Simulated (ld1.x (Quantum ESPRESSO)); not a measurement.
# O: excitation energies, all-electron against PAW

* Element: oxygen
* Generator: ld1.x (Quantum ESPRESSO) 7.5
* Type: PAW
* Functional: PBE
* Relativity: scalar-relativistic
* Frozen core: [He]
* Valence charge: 6
* Reference configuration: 2s2 2p4
* Partial waves: 2s (bound): rcut 0.85, rcutus 1.05 bohr; 2s channel at -1.3 Ry: rcut 0.85, rcutus 1.05 bohr; 2p (bound): rcut 1.45, rcutus 1.65 bohr; 2p channel at 1.15 Ry: rcut 1.45, rcutus 1.65 bohr; 3d channel at 0.1 Ry: rcut 1.45, rcutus 1.80 bohr; 3d channel at 0.7 Ry: rcut 1.45, rcutus 1.80 bohr
* Local potential: all-electron potential smoothed inside 1.35 bohr (lloc = -2)
* Core correction: a·sin(br)/r model core inside 0.85 bohr
* Augmentation charge: PSQ, inside the norm-conserving radii

Energies are relative to the spin-unpolarised reference configuration 2s2 2p4; without spin polarisation the order of configurations can differ from experiment. Not all tests gave a result: test run stopped at test 5 of 7 (negative rho).

```csv
valence configuration,charge,ΔE all-electron (eV),error AE − PS (meV)
2s2 2p3,+1,16.431,+0.1
2s2 2p2,+2,50.017,-2.9
```

Question: What are ΔE and the potential's error for 2s2 2p1?

Answer: ΔE = 103.886 eV all-electron; the error (AE − PS) is +85 meV.

Question: What are ΔE and the potential's error for 2s2 2p3.5?

Answer: ΔE = 6.286 eV all-electron; the error (AE − PS) is +0.1 meV.

Levels in the configuration 2s2 2p1:

```json
{"level": "2s", "all-electron (eV)": "-79.490", "pseudo (eV)": "-79.472"}
{"level": "2p", "all-electron (eV)": "-64.957", "pseudo (eV)": "-64.768"}
```
